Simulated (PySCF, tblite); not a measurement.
Isomers of C6H9N, one GFN2-xTB conformer each. Single-point energies are computed at PBE0/pcSseg-1 (PySCF, gas phase, no added dispersion term), electronic only.

**Question.** Rank them by PBE0/pcSseg-1 energy, lowest first (kcal/mol).
A. `[CH3:1][CH2:2][n:3]1[cH:4][cH:5][cH:6][cH:7]1` with C1–C2–N3–C4 -88°
B. `[H]/[N:1]=[CH:2]\[CH2:3][CH2:4][CH:5]1[CH:6]=[CH:7]1` with N1–C2–C3–C4 -122°, C2–C3–C4–C5 64°, C3–C4–C5–C6 -144°
C. `[CH2:1]=[CH:2][CH:3]([CH:4]=[CH2:5])[N:6]=[CH2:7]` with C1–C2–C3–C4 108°, C2–C3–C4–C5 107°, C2–C3–N6–C7 -123°

**Answer.** A (0.0), C (49.9), B (70.2).

As drawn, the lowest has an aromatic ring, which the highest lacks; the highest has a three-membered ring, a C=N bond and an N–H bond, which the lowest lacks. GFN2-xTB itself gives, in the same order: 0.0, 65.2, 83.7. Both levels put the same isomer lowest; measured from each level's own lowest isomer, the values differ by up to 15.3 kcal/mol (C=CC(C=C)N=C: 65.2 against 49.9).

**Question.** Which frontier levels, dipoles and rotational constants go with these structures?

**Answer.** 
```json
{"SMILES": "CCn1cccc1", "HOMO (eV, PBE0/pcSseg-1)": "-6.00", "LUMO (eV)": "1.04", "dipole (D)": "2.28", "A, B, C (MHz)": "6632, 1985, 1732"}
{"SMILES": "C=CC(C=C)N=C", "HOMO (eV, PBE0/pcSseg-1)": "-7.32", "LUMO (eV)": "-0.49", "dipole (D)": "1.41", "A, B, C (MHz)": "3141, 2372, 1497"}
{"SMILES": "[H]/N=C\\CCC1C=C1", "HOMO (eV, PBE0/pcSseg-1)": "-7.11", "LUMO (eV)": "-0.20", "dipole (D)": "2.27", "A, B, C (MHz)": "4838, 1885, 1488"}
```

**Question.** What happens when harmonic zero-point energies from GFN2-xTB frequencies are added?

**Answer.** 
| SMILES | ZPE (kcal/mol) | electronic (kcal/mol) | with ZPE (kcal/mol) |
| --- | --- | --- | --- |
| CCn1cccc1 | 85.5 | 0.0 | 0.0 |
| C=CC(C=C)N=C | 81.8 | 49.9 | 46.3 |
| [H]/N=C\CCC1C=C1 | 83.1 | 70.2 | 67.9 |

The zero-point energies span 3.7 kcal/mol. The order is unchanged.
